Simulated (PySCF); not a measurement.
Zn(Cl)(SeH) (ClHSeZn), SMILES [Cl][Zn][SeH].

The structure is a stationary point at PBE0-D3(BJ)/def2-SVP. One conformer was computed; it need not be the lowest.

These are PBE0-D3(BJ)/def2-SVP run with PySCF values and carry that method's errors.

Frequencies are harmonic and unscaled.

Computed vibrational spectrum:
```json
[
 {"mode": "1", "ν (cm⁻¹)": "82", "IR (km/mol)": "11.2", "Raman (Å⁴/amu)": "0.2", "depolarisation": "0.70", "moving atoms (share of kinetic energy)": "Zn 58 %, Cl 30 %, Se 11 %"},
 {"mode": "2", "ν (cm⁻¹)": "87", "IR (km/mol)": "10.4", "Raman (Å⁴/amu)": "0.0", "depolarisation": "–", "moving atoms (share of kinetic energy)": "Zn 59 %, Cl 29 %, Se 11 %"},
 {"mode": "3", "ν (cm⁻¹)": "253", "IR (km/mol)": "0.3", "Raman (Å⁴/amu)": "11.7", "depolarisation": "0.26", "moving atoms (share of kinetic energy)": "Se 52 %, Cl 34 %, Zn 14 %"},
 {"mode": "4", "ν (cm⁻¹)": "458", "IR (km/mol)": "61.6", "Raman (Å⁴/amu)": "2.5", "depolarisation": "0.32", "moving atoms (share of kinetic energy)": "Zn 50 %, Cl 47 %"},
 {"mode": "5", "ν (cm⁻¹)": "583", "IR (km/mol)": "0.8", "Raman (Å⁴/amu)": "3.4", "depolarisation": "0.75", "moving atoms (share of kinetic energy)": "H 97 %"},
 {"mode": "6", "ν (cm⁻¹)": "2443", "IR (km/mol)": "8.7", "Raman (Å⁴/amu)": "151.1", "depolarisation": "0.31", "moving atoms (share of kinetic energy)": "H 99 %"}
]
```
